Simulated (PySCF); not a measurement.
**Electron correlation in Pb(71+) (lead, charge +71)**

[Ne] 3s1, 2S determinant. All numbers are calculated (PySCF 2.14, the non-relativistic Hamiltonian (point nucleus), in an uncontracted even-tempered set (16 s from 23 bohr⁻², ratio 2.5; 10 p from 30 bohr⁻², ratio 2.5; 4 d from 110 bohr⁻², ratio 2.7; 4 f from 160 bohr⁻², ratio 2.7)). Frozen: 1s2; 9 electrons correlated; the 17 highest virtual orbitals of each spin left out.

```
  level  correlation energy (mhartree)
   CCSD                        -321.38
    (T)                          -0.04
CCSD(T)                        -321.42
```

Diagnostics: T1 = 2.9e-05, D1 = 0.0001, largest double amplitude 0.002.

Question: Is a single reference adequate?

Answer: Yes, within this model without spin-orbit coupling: T1 lies below 0.03 and no double amplitude reaches 0.07.

At this charge a non-relativistic calculation is a model, useful for the Z dependence of the correlation energy.
